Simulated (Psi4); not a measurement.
Pair of molecules, SMILES Cl with SMILES C (the first has 2 atoms); geometry from B3LYP-D3(BJ)/def2-TZVP, rigid monomers moved along the line of their centres of mass till H2···C3 is 3.52 Å.
(charge 0, multiplicity 1):
| atom | x (Å) | y (Å) | z (Å) |
|---|---|---|---|
| Cl | -0.4127 | -0.3469 | -0.4821 |
| H | -0.2910 | -0.2431 | 0.7911 |
| C | 0.0541 | 0.0558 | 4.2860 |
| H | -0.8763 | 0.5316 | 3.9759 |
| H | 0.1552 | 0.1470 | 5.3662 |
| H | 0.0386 | -1.0009 | 4.0194 |
| H | 0.9010 | 0.5478 | 3.8077 |

Computed with Psi4 1.11 with SAPT0/jun-cc-pV(D+d)Z.

Give the four SAPT terms and the total, and say what mostly holds the pair together.

electrostatics -6.8, exchange 2.3, induction -2.0, dispersion -7.6, total -14.2 meV; the largest attraction is dispersion.
